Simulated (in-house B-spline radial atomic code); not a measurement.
Configurations of Hf⁷⁺, with energies counted from [Kr] 4d10 4f13 5s2 5p4. Computed with a radial B-spline atomic code at the basis-set limit: Dirac-Hartree-Fock, average of configuration, Fermi nucleus of rms radius 5.347 fm. Energies include first-order Breit, QED and recoil terms.

Occupations are held fixed; configurations that lie above the ionisation limit could autoionise.

| configuration | E - E(ref) (eV) | highest orbital | its <r> (bohr) |
| --- | --- | --- | --- |
| [Kr] 4d10 4f12 5s2 5p4 7d1 | 99.039 | 7d5/2 | 4.802 |
| [Kr] 4d10 4f13 5s2 5p3 8s1 | 106.58 | 8s1/2 | 5.563 |
| [Kr] 4d10 4f12 5s2 5p4 9g1 | 120.24 | 9g7/2 | 13.7 |
| [Kr] 4d10 4f13 5s2 5p3 9g1 | 125.26 | 9g7/2 | 13.72 |
| [Kr] 4d9 4f14 5s2 5p4 | 205.28 | 5p3/2 | 1.243 |
| [Kr] 4d9 4f13 5s2 5p4 8s1 | 307.08 | 8s1/2 | 5.532 |
| [Kr] 4d9 4f13 5s2 5p4 9s1 | 315.68 | 9s1/2 | 7.758 |
| [Kr] 4d9 4f13 5s2 5p4 7g1 | 318.78 | 7g7/2 | 7.758 |

(1) Order these further configurations by energy, lowest first.
A. [Kr] 4d10 4f12 5s2 5p4 9s1
B. [Kr] 4d10 4f13 5s2 5p3 8g1
C. [Kr] 4d9 4f13 5s2 5p4 8g1
D. [Kr] 4d10 4f13 5s2 5p3 7d1
E. [Kr] 4d10 4f12 5s2 5p4 8g1

(2) How far above the reference does [Kr] 4d10 4f13 5s2 5p3 5g1 lie?

(3) How far above the reference does [Kr] 4d10 4f12 5s2 5p5 lie?

(4) How far above the reference does [Kr] 4d10 4f13 5s2 5p3 6d1 lie?

(5) Is the reference the lowest configuration at this level of theory?

Results:

(1) D (104.26 eV), A (110.01 eV), E (117.34 eV), B (122.36 eV), C (323.01 eV).

(2) 100.98 eV; its least bound orbital is 5g7/2 with <r> = 3.357 bohr.

(3) -7.7106 eV; its least bound orbital is 5p3/2 with <r> = 1.229 bohr.

(4) 86.725 eV; its least bound orbital is 6d5/2 with <r> = 3.033 bohr.

(5) No: [Kr] 4d10 4f12 5s2 5p5 lies 7.711 eV lower. Averages of configurations without correlation can order differently from the measured ground levels.
